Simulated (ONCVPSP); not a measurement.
**Before and after: ONCV potential for Hf**

- Element: hafnium
- Generator: ONCVPSP 4.0.1
- Type: optimised norm-conserving Vanderbilt (ONCV)
- Functional: PBEsol
- Relativity: scalar-relativistic
- Frozen core: [Xe] 4f14
- Valence charge: 4
- Reference configuration: 5d2 6s2
- Partial waves: 6s: rc 3.15 bohr, ncon 4, nbas 8, qcut 1.8 1/bohr, 2 projectors, debl 3.5 Ha; p scattering state at 0.03 Ha: rc 2.70 bohr, ncon 4, nbas 8, qcut 2.8 1/bohr, 2 projectors, debl 2.1 Ha; 5d: rc 2.40 bohr, ncon 4, nbas 8, qcut 5.7 1/bohr, 1 projector
- Local potential: polynomial inside 2.35 bohr (lpopt 5, dvloc0 1 Ha)
- Core correction: Teter function, fcfact 6, rcfact 1.35

In the p channel the program set the typed energies aside and used 0.050, 2.150 Ha.

Change: fully relativistic; s: rc 2.4, qcut 2.4.

Cutoffs: the cutoffs (Ha) at which the residual kinetic energy of the hardest occupied pseudo-wave falls to 1 and 0.1 mHa per electron; they do not see the model core or the augmentation charge, which bear on the density cutoff. Errors are all-electron minus pseudo energies relative to the spin-unpolarised reference configuration.

Question: How do hardness, ghosts and transferability respond?

Answer: The potential gets harder (11 Ha and 16 Ha → 11 Ha and 20 Ha); of the 3 tests that both files solve, the error grows in 1 and shrinks in 0 by more than 15 % and 0.3 meV (median size 22.0 → 44.4 meV); neither file shows a bound ghost.

| quantity | base | changed |
| --- | --- | --- |
| cutoff, loose | 11 Ha | 11 Ha |
| cutoff, tight | 16 Ha | 20 Ha |
| loose cutoff by channel | s 5.9 Ha, d 11 Ha | s 2.7 Ha, d 11 Ha |
| bound ghosts | none | none |
| GHOST(+) flags under 300 eV | p at 75.4 eV, s at 79.0 eV | s at 74.4 eV, p1/2 at 78.5 eV |
| tests with a reliable result | 3 of 4 | 3 of 4 |
| error for 5d2 6s1, meV [ΔE 8.01 eV] | -21 | -18 |
| error for 5d2 6s0, meV [ΔE 22.17 eV] | -180 | -158 |
| error for 5d1 6s2, meV [ΔE 6.54 eV] | -22 | -44 |
| rms error of d²Exc/dni dnj with the model core, mHa | 2.62 | 3.49 |

Base: The cutoffs count occupied waves only; projector 2 of the p channel, the hardest unoccupied one, needs 38 Ha at the loose tolerance. Changed file: The cutoffs count occupied waves only; projector 2 of the p channel, the hardest unoccupied one, needs 39 Ha at the loose tolerance.
